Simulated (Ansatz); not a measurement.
Spectroscopic constants of HfAs, multiplicity 4 (an upper state: multiplicity 2 came lower at PBE0/def2-TZVPP). No spin–orbit coupling. As is treated without relativity.

The constants come from a fifth-degree fit in 1/R (seven points, main isotopes). Runs in def2 and cc sets follow the lowest solution found near the PBE0 minimum.

Programs: Ansatz (an electronic-structure program).  In def2 rows elements past Kr take small-core potentials, without spin–orbit coupling.

| level | r_e (Å) | ω_e (cm⁻¹) | ω_e x_e (cm⁻¹) | B_e (cm⁻¹) | dipole (D) |
|---|---|---|---|---|---|
| PBE/def2-TZVPP | 2.466 | 267 | 0.52 | 0.0524 | 4.05 |
| PBE0/def2-TZVPP | 2.447 | 279 | 0.53 | 0.0532 | 4.81 |
| wB97X-V/def2-TZVPP | 2.443 | 283 | 0.65 | 0.0534 | 5.39 |
